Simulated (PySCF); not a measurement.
ClSn, charge +1, multiplicity 1. Atoms are numbered in the order given.

```xyz
2

Sn     0.0000     0.0000    -0.5733
Cl     0.0000     0.0000     1.6863
```
Charge +1, spin multiplicity 1.

Coordinates come from a PBE0-D3(BJ)/def2-TZVP optimisation. The multiplicity is an assumed one; other spin states were not compared. The def2 effective core potentials stand for the cores of Sn; spin–orbit coupling is left out.

The numbers are results of TDA-CAM-B3LYP/def2-TZVPD (PySCF), not measurements.

Vertical excitations; the highest root listed may be one member of a degenerate set.  State labels are in the subgroup C2v.

Computed excitation energies, oscillator strengths and character:
| state | symmetry | energy (eV) | λ (nm) | f | main pairs |
|---|---|---|---|---|---|
| S1 | A2 | 4.81 | 258 | 0.000 | HOMO−1→LUMO 50 %, HOMO−2→LUMO+1 50 % |
| S2 | B1 | 4.90 | 253 | 0.050 | HOMO→LUMO (degenerate set) |
| S3 | B2 | 4.90 | 253 | 0.050 | HOMO→LUMO+1 (degenerate set) |
| S4 | A1 | 4.95 | 251 | 0.000 | HOMO−2→LUMO, HOMO−1→LUMO+1 (degenerate set) |
| S5 | A2 | 4.95 | 251 | 0.000 | HOMO−2→LUMO+1, HOMO−1→LUMO (degenerate set) |
| S6 | A1 | 6.08 | 204 | 0.049 | HOMO−1→LUMO+1 40 %, HOMO−2→LUMO 40 %, HOMO→LUMO+2 17 % |
| S7 | B1 | 7.80 | 159 | 0.014 | HOMO−2→LUMO+2 (degenerate set) |
| S8 | B2 | 7.80 | 159 | 0.014 | HOMO−1→LUMO+2 (degenerate set) |
| S9 | A1 | 9.48 | 131 | 1.750 | HOMO→LUMO+2 74 % |
| S10 | B1 | 10.10 | 123 | 0.118 | HOMO−3→LUMO 74 %, HOMO−2→LUMO+3 18 % |
| T1 | B2 | 3.84 | 323 | 0 | HOMO→LUMO+1 (degenerate set) |
| T2 | B1 | 3.84 | 323 | 0 | HOMO→LUMO (degenerate set) |
| T3 | A1 | 4.45 | 279 | 0 | HOMO−2→LUMO 49 %, HOMO−1→LUMO+1 49 % |
| T4 | A1 | 4.60 | 269 | 0 | HOMO−1→LUMO+1 49 %, HOMO−2→LUMO 49 % |
Triplets are in the Tamm–Dancoff approximation.
